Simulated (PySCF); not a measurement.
C₅H₄N (SMILES [c]1cccnc1), doublet, at a GFN2-xTB geometry. Base run: CAMB3LYP/STO-3G (PySCF).

PySCF was given this input:
```python
from pyscf import gto, scf, dft

mol = gto.M(
    atom='''
N    -0.015803   -0.054138    1.345633
C     0.016158   -0.057482   -1.396115
C    -0.005650    1.080388    0.678672
C    -0.010739   -1.214501    0.702801
C     0.005227   -1.215119   -0.666583
C     0.010635    1.153084   -0.704944
H     0.028732   -0.070150   -2.476878
H    -0.010859    1.976247    1.286408
H    -0.019692   -2.106622    1.310406
H     0.018654    2.101265   -1.222354
''',
    basis='sto-3g',
    charge=0,
    spin=1,
    verbose=4,
    symmetry=True,
)

mf = dft.UKS(mol)
mf.xc = 'camb3lyp'
mf.kernel()
mf.analyze()
```

The base run was repeated with changes; each row names its change, and settings that it needs were set with it.

```
change                               ΔE vs base (eV)  point group used  SCF cycles
-----------------------------------  ---------------  ----------------  ----------
base                                            0.00                Cs          14
symmetry = off                                  0.00                C1          14
irrep_nelec = A':(17, 17) A":(4, 3)             4.82                Cs          26
irrep_nelec = A':(19, 17) A":(2, 3)            15.02                Cs          20
```

Open shells are given as the SCF converged; they aren't shown to be the lowest states, and a large step between rows can be another state.
